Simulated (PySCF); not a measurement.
**Polarisability and C₆ of Co²⁺ (cobalt, charge +2)**

[Ar] 3d7, high-spin 4F determinant. All numbers are calculated (PySCF 2.14, scalar relativity by spin-free X2C-1e, in aug-cc-pVDZ-DK). Coupled (time-dependent) response in atomic units; α is the mean over directions. A double-zeta set is small for polarisabilities.

```json
{"method": "UHF", "mean α (bohr³)": "2.922", "C₆ (like pair)": "8.171", "S(−4)": "3.774"}
{"method": "PBE", "mean α (bohr³)": "3.698", "C₆ (like pair)": "10.36", "S(−4)": "8.260"}
{"method": "PBE0", "mean α (bohr³)": "3.417", "C₆ (like pair)": "9.575", "S(−4)": "6.342"}
{"method": "B97-3", "mean α (bohr³)": "3.457", "C₆ (like pair)": "9.687", "S(−4)": "6.494"}
```

S(−4) is the Cauchy moment in α(ω) = α(0) + S(−4) ω² + …

α(iu) at UHF:

```
u (hartree)  α(iu) (bohr³)
          0          2.922
     0.0500          2.912
      0.100          2.885
      0.200          2.784
      0.300          2.643
      0.500          2.323
      0.750          1.961
       1.00          1.671
       1.50          1.250
       2.00         0.9687
       3.00         0.6322
       5.00         0.3303
```

A single London oscillator, α(iu) = α/(1 + u²/ω²), gives C₆ = (3/4) ω α². Matching the computed C₆ needs ω = 4 × 8.171 / (3 × 2.922²) = 1.28 hartree.

For an ion, C₆ is the dispersion term alone; charge-induced terms of lower order in 1/R come first.
